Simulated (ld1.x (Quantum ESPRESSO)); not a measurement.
**Which change was made? (Sn, ultrasoft)**

```json
{
  "Element": "Sn (Z = 50)",
  "Generator": "ld1.x (Quantum ESPRESSO) 7.5",
  "Type": "ultrasoft",
  "Functional": "PBEsol",
  "Relativity": "scalar-relativistic",
  "Frozen core": "[Kr]",
  "Valence charge": "14",
  "Reference configuration": "4d10 5s1.75 5p2.25",
  "Partial waves": "5s (bound): rcut 1.60, rcutus 2.00 bohr; 5s channel at -0.25 Ry: rcut 1.60, rcutus 2.00 bohr; 5p (bound): rcut 1.55, rcutus 2.05 bohr; 5p channel at 1.95 Ry: rcut 1.55, rcutus 2.05 bohr; 4d (bound): rcut 1.35, rcutus 1.45 bohr; 4d channel at -1.5 Ry: rcut 1.35, rcutus 1.45 bohr",
  "Local potential": "all-electron potential smoothed inside 1.20 bohr (lloc = -2)",
  "Core correction": "none",
  "Augmentation charge": "PSQ, inside the norm-conserving radii"
}
```

Cutoffs, loose and tight: the cutoffs (Ry, on a coarse ladder) from which the occupation-weighted sum of valence levels, in a spherical-Bessel basis at the reference potential, stays within 10 and 1 mRy of its value at 400 Ry. They do not see the model core or the augmentation charge, which bear on the density cutoff. Test errors are all-electron minus pseudo excitation energies from the reference, over the configurations 4d10 5s2 5p2; 4d10 5s2 5p1; 4d10 5s2 5p0; 4d10 5s2 5p2.3; 4d10 5s0 5p4; 4d9 5s2 5p3; 4d10 5s1 5p2; variants that change the core or the reference have their own tests. The largest error is taken over the tests solved by every variant that gives reliable tests at all, those not shown here included: 4d10 5s0 5p4; 4d10 5s2 5p0; 4d10 5s2 5p1; 4d10 5s2 5p2; 4d10 5s2 5p2.3.

The base gives: outcome: generated; cutoff, loose: 70 Ry; cutoff, tight: 110 Ry; bound ghosts: s; largest test error (meV): -7.0.

(1) After one change the result is: outcome: failed: chargeps: negative rho. Which change was it?
A. reference 4d10 5s2 5p2
B. waves 4d (bound): rcut 1.35, rcutus 1.56 bohr; 4d channel at -1.5 Ry: rcut 1.35, rcutus 1.56 bohr
C. waves 5s (bound): rcut 1.60, rcutus 2.68 bohr; 5s channel at -0.25 Ry: rcut 1.60, rcutus 2.68 bohr
D. local potential all-electron potential smoothed inside 0.76 bohr (lloc = -2)
E. core correction a·sin(br)/r model core inside 1.64 bohr

Answers

(1) B. The others give: waves 5s (bound): rcut 1.60, rcutus 2.68 bohr; 5s channel at -0.25 Ry: rcut 1.60, rcutus 2.68 bohr → outcome: generated; cutoff, loose: 70 Ry; cutoff, tight: 120 Ry; bound ghosts: s; largest test error (meV): -8.8 | local potential all-electron potential smoothed inside 0.76 bohr (lloc = -2) → outcome: generated; cutoff, loose: 70 Ry; cutoff, tight: 120 Ry; bound ghosts: s, p; largest test error (meV): -7.1 | reference 4d10 5s2 5p2 → outcome: generated; cutoff, loose: 70 Ry; cutoff, tight: 110 Ry; bound ghosts: s; largest test error (meV): +55 | core correction a·sin(br)/r model core inside 1.64 bohr → outcome: generated; cutoff, loose: 70 Ry; cutoff, tight: 110 Ry; bound ghosts: s; largest test error (meV): -7.5.
